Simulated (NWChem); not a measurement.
# C4H3ClO; SMILES Clc1occc1

Computed with NWChem. Structure relaxed at the PBE0/def2-SVP level. Total energies compare along this basis series because the functional is fixed.

```csv
level,basis functions,energy (Ha),highest occupied level (eV),orbital gap (eV),dipole (D)
Hartree-Fock/STO-3G,37,-679.7457,?,?,?
Hartree-Fock/def2-SVP,103,-687.2179,-8.77,12.75,1.85
Hartree-Fock/def2-SVPD,154,-687.2348,-8.84,11.52,1.95
Hartree-Fock/def2-TZVP,210,-687.6375,-8.70,12.36,1.80
Hartree-Fock/def2-TZVPP,239,-687.6387,-8.70,12.35,1.80
```

Q: Complete the blanks.

A: 
- Hartree-Fock/STO-3G, highest occupied level (eV): -7.43
- Hartree-Fock/STO-3G, orbital gap (eV): 14.62
- Hartree-Fock/STO-3G, dipole (D): 2.22
